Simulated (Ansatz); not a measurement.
Compare A (`CC(=O)[SiH2][SiH3]`) with its isomer B (`[SiH3][SiH]1COC1`).

Calculated with Ansatz (gas phase, PBE0-D4/def2-TZVP geometries, no zero-point term in ΔE). CBS: MP2 limit from def2 TZ/QZ plus the TZ coupled-cluster correction, frozen cores. DFT in def2-TZVPP. Each species was taken in one conformer, which may not be the lowest.

A:

Z-matrix (Å, degrees):
```
C
C 1 1.502
H 1 1.091 2 110.6
H 1 1.095 2 109.4 3 -121.4
H 1 1.095 2 109.9 3 121.9
O 2 1.208 1 122.3 3 3.2
Si 2 1.939 1 119.4 3 -174.7
Si 7 2.340 2 107.4 1 95.2
H 7 1.484 2 107.9 1 -144.6
H 7 1.491 2 110.8 1 -24.4
H 8 1.487 7 110.8 2 -179.6
H 8 1.486 7 110.0 2 59.5
H 8 1.489 7 109.2 2 -60.0
```

B:

Z-matrix (Å, degrees):
```
Si
Si 1 2.339
H 1 1.489 2 110.6
H 1 1.489 2 110.6 3 120.3
H 1 1.487 2 109.6 3 -119.9
C 2 1.901 1 116.2 3 78.2
C 2 1.901 1 116.2 3 161.5
H 2 1.492 1 110.5 3 -60.2
O 6 1.440 2 90.0 1 100.3
H 6 1.097 2 115.2 1 -146.0
H 6 1.092 2 119.8 1 -13.5
H 7 1.097 2 115.2 1 146.0
H 7 1.092 2 119.8 1 13.5
```

Question: Which is lower in electronic energy at CCSD(T)/CBS, and by how much? (An estimate is asked.)

Answer: Ansatz gave: A, by 20.0 kcal/mol.

Question: Give E(B) − E(A) in kcal/mol with B2PLYP, LDA (SPW92), MP2/def2-TZVPP, PBE0-D4, CCSD(T)/def2-TZVPP, r2SCAN-D4, CCSD/def2-TZVPP. (Estimate.)

Answer: Ansatz gave: B2PLYP 22.3, LDA (SPW92) 15.3, MP2/def2-TZVPP 19.8, PBE0-D4 18.4, CCSD(T)/def2-TZVPP 20.6, r2SCAN-D4 21.1, CCSD/def2-TZVPP 20.5. None reverses the order clearly.

Question: Does the order hold for the free energy at 298.15 K (harmonic terms from PBE0-D4)? (Best estimate.)

Answer: The calculation gave: Yes: G(B) − G(A) = +24.0 kcal/mol, for one conformer each. Modes under 60 cm⁻¹, often nearly free rotors, make the harmonic entropy too high.

Largest T1 diagnostic: 0.015.

From BLYP to BHLYP (50 % exact exchange), in def2-TZVPP and without D4, E(B) − E(A) moves by −3.5 kcal/mol. At CCSD(T), def2-SVP lies +6.4 kcal/mol from the extrapolated value and def2-TZVPP +0.6 kcal/mol.
